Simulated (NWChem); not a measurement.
System: 1,5-cyclooctadiene (C8H12); SMILES C1CCC=CCCC=1

NWChem input:

```
start job
memory heap 200 mb stack 900 mb global 1100 mb
geometry units angstroms
  C     -0.669177    -1.730378     0.120716
  C      0.669303    -1.730327     0.120704
  C      1.573728    -0.654231    -0.415622
  C      1.573730     0.654226     0.415622
  C      0.669309     1.730325    -0.120705
  C     -0.669171     1.730380    -0.120717
  C     -1.573778     0.654261     0.415655
  C     -1.573781    -0.654255    -0.415654
  H     -1.166405    -2.593255     0.579350
  H      1.166461    -2.593122     0.579311
  H      1.301279    -0.410497    -1.457647
  H      2.599422    -1.051103    -0.454790
  H      2.599424     1.051095     0.454792
  H      1.301279     0.410494     1.457647
  H      1.166470     2.593116    -0.579312
  H     -1.166397     2.593258    -0.579353
  H     -1.301304     0.410442     1.457727
  H     -2.599542     1.051195     0.454836
  H     -1.301308    -0.410438    -1.457727
  H     -2.599545    -1.051187    -0.454834
end
basis spherical
  * library sto-3g
end
dft
  xc hfexch
  iterations 150
end
driver
  maxiter 120
end
task dft optimize
```

The level has its own optimisation. Brackets give each atom's bonded neighbours.

Question: Give the results of this calculation. (Hartree-Fock/STO-3G.) Quantities: r C–C [C(CCH)–C(CCH)] (Å); r C–C [C(CCH)–C(CCHH)] (Å); r C–H [C(CCH)–H(C)] (Å); r C–C [C(CCHH)–C(CCHH)] (Å).

Answer: The r C–C [C(CCH)–C(CCH)] (Å) is 1.312. The r C–C [C(CCH)–C(CCHH)] (Å) is 1.528. The r C–H [C(CCH)–H(C)] (Å) comes out as 1.084 and the r C–C [C(CCHH)–C(CCHH)] (Å) is 1.563.
